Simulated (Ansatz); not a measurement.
System: sum formula SiHF, net charge 0, triplet state. This is an excited triplet: at this geometry the singlet lies 1.43 eV lower at CCSD(T)/CBS(aug-cc-pV(T+d)Z,aug-cc-pV(Q+d)Z). 
Structure (B3LYP-D3(BJ)/def2-TZVP (Ansatz, an electronic-structure program) minimum search):
```
Si
F 1 1.6138
H 1 1.4942 2 113.69
```
Charge 0, spin multiplicity 3.

Basis-set convergence of Hartree-Fock and CCSD(T) correlation energies (hartree) with Ansatz. Valence correlation only, unless marked. UHF or UKS for open shells. No spin-orbit coupling. Non-relativistic.

| basis | functions | E(HF) | E(corr, CCSD(T)) |
|---|---|---|---|
| def2-SVP | 37 | -388.73615 | -0.26827 |
| def2-TZVPP | 87 | -388.97603 | -0.35403 |
| def2-QZVPP | 157 | -388.99039 | -0.38416 |

Extrapolating the two largest sets (X = 3 and 4) as X^-3: E(corr) = (64·(-0.38416) - 27·(-0.35403))/37 = -0.4061 Eh, an estimate of the basis-set limit. The largest set recovers 94.6 % of it, the smallest 66.1 %.
